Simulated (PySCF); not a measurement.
Below is a simulated gas-phase C 1s photoelectron spectrum of `C=CC[NH][GeH2][Br]`.

Every computed line was given a Gaussian of 0.7 eV full width at half maximum and an area set by the number of equivalent atoms; the highest printed point is 100. Computed with delta-SCF UKS SCAN, pcX-2 on the ionised atom, pcseg-1 elsewhere, spin-free X2C (PySCF 2.14.0).

binding energy (eV), intensity and a bar:
```
    289.1          0 
    289.2          1 
    289.3          2 #
    289.4          6 ##
    289.5         11 ###
    289.6         20 ######
    289.7         33 ##########
    289.8         49 ###############
    289.9         66 ####################
    290.0         81 ########################
    290.1         93 ############################
    290.2        100 ##############################
    290.3        100 ##############################
    290.4         94 ############################
    290.5         83 #########################
    290.6         68 ####################
    290.7         51 ###############
    290.8         35 ###########
    290.9         22 #######
    291.0         14 ####
    291.1         10 ###
    291.2         11 ###
    291.3         16 #####
    291.4         25 #######
    291.5         37 ###########
    291.6         50 ###############
    291.7         59 ##################
    291.8         63 ###################
    291.9         60 ##################
    292.0         51 ###############
    292.1         39 ############
    292.2         26 ########
    292.3         16 #####
    292.4          9 ###
    292.5          4 #
    292.6          2 
    292.7          1 
    292.8          0
```

**Question.** Count the maxima, the lines and the sites behind this envelope.

**Answer.** The curve has 2 maxima (at 290.3 and 291.8 eV). Under it lie 3 lines from 3 inequivalent carbon sites. At this width some lines have no maximum of their own.

**Question.** Decompose the envelope and assign each component. Numbering: `[CH2:1]=[CH:2][CH2:3][NH:4][GeH2:5][Br:6]`.

**Answer.** 
```
position (eV)  relative area  line  atoms                   environment
       290.06              1  C 1s     C1          terminal =CH2 carbon
       290.46              1  C 1s     C2              alkene CH carbon
       291.81              1  C 1s     C3  sp3 carbon bound to nitrogen
```

The listed C 1s values span 1.75 eV, from C1 (bonded to C (double bond) and 2 H) to C3 (bonded to N, C and 2 H). The widest gap between neighbouring values is 1.35 eV, between 290.46 and 291.81 eV. Summing the Pauling electronegativity differences to the bonded atoms, each weighted by its formal bond order, gives -0.70 for the lowest site and -0.21 for the highest; no listed site has a larger sum than the highest.

Shake-up satellites, vibrational structure and lifetime widths aren't simulated. One conformer (not necessarily the lowest) at the PBE0-D3(BJ)/def2-SVP geometry, without solvent, vibrations or thermal averaging.

On an Arm Neoverse V1 with one thread, no GPU (shared host), this took 63 s.

Shape of the structure used: `[CH2:1]=[CH:2][CH2:3][NH:4][GeH2:5][Br:6]`: C1–C2–C3–N4 -2°, C2–C3–N4–Ge5 -104°, C3–N4–Ge5–Br6 -64°.
